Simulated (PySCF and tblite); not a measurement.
Values are calculated unless marked as measured or tabulated.
2 E/Z isomers of C₆H₆ClF, numbered alike:

```
isomer                                                   SMILES  descriptors (one enantiomer)
     A  [CH:1]#[C:2][C@H:3]([Cl:4])/[CH:5]=[C:6](\[CH3:7])[F:8]                     3R, 5=6 E
     B  [CH:1]#[C:2][C@H:3]([Cl:4])/[CH:5]=[C:6](/[CH3:7])[F:8]                     3R, 5=6 Z
```

Protocol: conformer search, at most 6 conformers an isomer, GFN2-xTB geometries, energies PBE0/pcSseg-1 (D3(BJ) added where defined), weights at 298.15 K with GFN2-xTB thermal terms. Programs: PySCF with density fitting and tblite.

(1) Rank the isomers by free energy at 298.15 K.

(2) If they could interconvert freely, what would the mixture hold (chiral isomers as racemates)?

The search found a single conformer for at least one isomer; other rotamers may be missing.

## Answers

(1) 
```tsv
isomer	ΔG (kcal/mol)	ΔE, lowest conformer	conformers	largest weight %	rms dipole (D)
B	0.0	0.0	1	100	2.78
A	1.7	2.4	2	72	1.83
```

ΔG is for one enantiomer.

(2) B 95 %, A 5 %. A racemate gains RT ln 2.
